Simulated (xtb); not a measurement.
Sb (SMILES [Sb+]), charge +1, triplet; GFN1-xTB (xtb 6.7.1).

The xtb input:
```
$ xtb mol.xyz --gfn 1 --chrg 1 --uhf 2 --json

# file mol.xyz
1

Sb     0.00000000     0.00000000     0.00000000
```

Problem. Predict the main parts of the log of this xtb run.

Solution. 
```
   ID    Z sym.   atoms
    1   51 Sb     1

           -------------------------------------------------
          |                Calculation Setup                |
           -------------------------------------------------

           -------------------------------------------------
          |                 G F N 1 - x T B                 |
           -------------------------------------------------

          ...................................................
          :                      SETUP                      :
          :.................................................:
          :  # basis functions                  10          :
          :  # atomic orbitals                   9          :
          :  # shells                            3          :
          :  # electrons                         4          :
          :  # halogen bonds                     0          :
          :  max. iterations                   250          :
          :  Hamiltonian                  GFN1-xTB          :
          :  restarted?                      false          :
          :  GBSA solvation                  false          :
          :  PC potential                    false          :
          :  electronic temp.          300.0000000     K    :
          :  accuracy                    1.0000000          :
          :  -> integral cutoff          0.2500000E+02      :
          :  -> integral neglect         0.1000000E-07      :
          :  -> SCF convergence          0.1000000E-05 Eh   :
          :  -> wf. convergence          0.2000000E-04 e    :
          :  Broyden damping             0.4000000          :
          :  net charge                          1          :
          :  unpaired electrons                  2          :
          ...................................................

 iter      E             dE          RMSdq      gap      omega  full diag
   1     -1.8438641 -0.184386E+01  0.566E+00    0.00       0.0  T
   2     -1.8438641  0.000000E+00  0.453E+00    0.00       0.0  T
   3     -1.8438641  0.000000E+00  0.348E+00    0.00       0.0  T
   4     -1.8438641  0.000000E+00  0.279E+00    0.00       0.0  T
   5     -1.8438641  0.000000E+00  0.223E+00    0.00       0.0  T
   6     -1.8438641  0.000000E+00  0.178E+00    0.00       0.0  T
   7     -1.8438641  0.000000E+00  0.143E+00    0.00       0.0  T
   8     -1.8438641  0.000000E+00  0.114E+00    0.00       0.0  T
   9     -1.8438641  0.000000E+00  0.913E-01    0.00       0.0  T
  10     -1.8438641  0.000000E+00  0.731E-01    0.00       0.0  T
  11     -1.8438641  0.000000E+00  0.585E-01    0.00       0.0  T
  12     -1.8438641  0.000000E+00  0.468E-01    0.00       0.0  T
  13     -1.8438641  0.000000E+00  0.374E-01    0.00       0.0  T
  14     -1.8438641  0.000000E+00  0.299E-01    0.00       0.0  T
  15     -1.8438641  0.000000E+00  0.239E-01    0.00       0.0  T
  16     -1.8438641  0.000000E+00  0.192E-01    0.00       0.0  T
  17     -1.8438641  0.000000E+00  0.153E-01    0.00       0.0  T
  18     -1.8438641  0.000000E+00  0.123E-01    0.00       0.0  T
  19     -1.8438641  0.000000E+00  0.981E-02    0.00       0.0  T
  20     -1.8438641  0.000000E+00  0.785E-02    0.00       0.0  T
  21     -1.8438641  0.000000E+00  0.628E-02    0.00       0.0  T
  22     -1.8438641  0.000000E+00  0.502E-02    0.00       0.0  T
  23     -1.8438641  0.000000E+00  0.402E-02    0.00       0.0  T
  24     -1.8438641  0.000000E+00  0.321E-02    0.00       0.0  T
  25     -1.8438641  0.000000E+00  0.257E-02    0.00       0.0  T
  26     -1.8438641  0.000000E+00  0.206E-02    0.00       0.0  T
  27     -1.8438641  0.000000E+00  0.165E-02    0.00       0.0  T
  28     -1.8438641  0.000000E+00  0.132E-02    0.00       0.0  T
  29     -1.8438641  0.000000E+00  0.105E-02    0.00       0.0  T
  30     -1.8438641  0.000000E+00  0.843E-03    0.00       0.0  T
  31     -1.8438641  0.000000E+00  0.674E-03    0.00       0.0  T
[...]
  40     -1.8438641  0.000000E+00  0.905E-04    0.00       0.0  T
  41     -1.8438641  0.000000E+00  0.724E-04    0.00       0.0  T
  42     -1.8438641  0.000000E+00  0.579E-04    0.00       0.0  T
  43     -1.8438641  0.000000E+00  0.463E-04    0.00       0.0  T
  44     -1.8438641  0.000000E+00  0.371E-04    0.00       0.0  T
  45     -1.8438641  0.000000E+00  0.296E-04    0.00       0.0  T
  46     -1.8438641  0.000000E+00  0.237E-04    0.00       0.0  T
  47     -1.8438641  0.000000E+00  0.190E-04    0.00       0.0  T
  48     -1.8438641  0.000000E+00  0.152E-04    0.00       0.0  T

   *** convergence criteria satisfied after 48 iterations ***

 transition dipole moment (au) for excitation:           2           3
     X       Y       Z
   0.0000   0.0000   0.0000  total (au/Debye):    0.000   0.000
 dE (eV)             :    0.000
 oscillator strength :  0.00000E+00

         :::::::::::::::::::::::::::::::::::::::::::::::::::::
         ::                     SUMMARY                     ::
         :::::::::::::::::::::::::::::::::::::::::::::::::::::
         :: total energy              -1.843864070589 Eh    ::
         :: gradient norm              0.000000000000 Eh/a0 ::
         :: HOMO-LUMO gap              0.000000000000 eV    ::
         ::.................................................::
         :: SCC energy                -1.843864070589 Eh    ::
         :: -> electrostatic           0.229623234083 Eh    ::
         :: repulsion energy           0.000000000000 Eh    ::
         :: dispersion energy          0.000000000000 Eh    ::
         :: halogen bond corr.         0.000000000000 Eh    ::
         :: add. restraining           0.000000000000 Eh    ::
         :: total charge               1.000000000000 e     ::
         :::::::::::::::::::::::::::::::::::::::::::::::::::::

           -------------------------------------------------
          |                Property Printout                |
           -------------------------------------------------

    * Orbital Energies and Occupations

         #    Occupation            Energy/Eh            Energy/eV
      -------------------------------------------------------------
         1        2.0000           -1.2447091             -33.8703
         2        0.6667           -0.7248071             -19.7230
         3        0.6667           -0.7248071             -19.7230 (HOMO)
         4        0.6667           -0.7248071             -19.7230 (LUMO)
         5                         -0.5124510             -13.9445
         6                         -0.5124510             -13.9445
         7                         -0.5124510             -13.9445
         8                         -0.5124510             -13.9445
         9                         -0.5124510             -13.9445
      -------------------------------------------------------------
                  HL-Gap            0.0000000 Eh            0.0000 eV
             Fermi-level           -0.8544533 Eh          -23.2509 eV

  Mulliken/CM5 charges         n(s)   n(p)   n(d)
     1Sb    1.00000  1.00000   2.000  2.000  0.000

Wiberg/Mayer (AO) data.
largest (>0.10) Wiberg bond orders for each atom

 ---------------------------------------------------------------------------
     #   Z sym  total        # sym  WBO       # sym  WBO       # sym  WBO
 ---------------------------------------------------------------------------
     1  51 Sb   0.000
 ---------------------------------------------------------------------------

 dipole moment from electron density (au)
     X       Y       Z
   0.0000   0.0000   0.0000  total (Debye):    0.000

           -------------------------------------------------
          | TOTAL ENERGY               -1.843864070589 Eh   |
          | GRADIENT NORM               0.000000000000 Eh/α |
          | HOMO-LUMO GAP               0.000000000000 eV   |
           -------------------------------------------------

normal termination of xtb
```
